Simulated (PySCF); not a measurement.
C₂H₅S, SMILES C[CH]S, multiplicity 2.

Geometry optimised at B3LYP-D3(BJ)/def2-TZVP. The isomer is the one that the SMILES or the coordinates give; other isomers of the formula were not compared. One conformer was computed; it need not be the lowest.

All values below come from TDA-PBE0/def2-SVPD in PySCF.

Vertical excitations. Isolated molecule, no solvent.

```json
[
 {"state": "root 1", "energy (eV)": "3.76", "λ (nm)": "330", "f": "0.002", "main pairs": "α HOMO→LUMO 89 %"},
 {"state": "root 2", "energy (eV)": "4.45", "λ (nm)": "279", "f": "0.008", "main pairs": "α HOMO→LUMO+1 89 %"},
 {"state": "root 3", "energy (eV)": "4.88", "λ (nm)": "254", "f": "0.004", "main pairs": "α HOMO→LUMO+2 85 %"},
 {"state": "root 4", "energy (eV)": "5.08", "λ (nm)": "244", "f": "0.075", "main pairs": "β HOMO→LUMO 90 %"},
 {"state": "root 5", "energy (eV)": "5.27", "λ (nm)": "235", "f": "0.003", "main pairs": "α HOMO→LUMO+3 91 %"},
 {"state": "root 6", "energy (eV)": "5.79", "λ (nm)": "214", "f": "0.013", "main pairs": "α HOMO→LUMO+4 96 %"},
 {"state": "root 7", "energy (eV)": "6.17", "λ (nm)": "201", "f": "0.008", "main pairs": "α HOMO→LUMO+5 74 %, β HOMO−1→LUMO 8 %, β HOMO→LUMO+1 5 %"},
 {"state": "root 8", "energy (eV)": "6.37", "λ (nm)": "195", "f": "0.001", "main pairs": "α HOMO→LUMO+5 10 %, β HOMO→LUMO+1 62 %"},
 {"state": "root 9", "energy (eV)": "6.45", "λ (nm)": "192", "f": "0.008", "main pairs": "β HOMO−1→LUMO 75 %, β HOMO→LUMO+1 12 %"},
 {"state": "root 10", "energy (eV)": "6.54", "λ (nm)": "190", "f": "0.004", "main pairs": "α HOMO→LUMO+6 86 %"}
]
```
Unrestricted roots are not spin-pure.
